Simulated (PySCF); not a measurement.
All values below come from PBE-D3(BJ)/def2-TZVP // CAM-B3LYP-D3(BJ)/def2-TZVP in PySCF. Isolated molecules, 0 K electronic values unless said otherwise. One relaxed conformer stands for a flexible species; it need not be the lowest. Excitations are Tamm–Dancoff values on a coarser integration grid. The basis has no diffuse functions, so Rydberg states are missing or too high.

Reference species (SMILES): `ClC(C(=C)[SiH3])=C` (Si–C–C–Cl torsion 45°) (neutral, multiplicity 1).

```yaml
brightest of the four lowest singlets (TDA): 5.77 eV
HOMO: -6.20 eV
```

Changed species: `C=C/C([SiH3])=C/Cl` (C–C–C–Si torsion 0°).

Give the shifts of the brightest of the four lowest singlets (TDA) and HOMO.

the brightest of the four lowest singlets (TDA) falls by 0.38 eV, to 5.39 eV; the HOMO increases by 0.31 eV, to -5.89 eV.
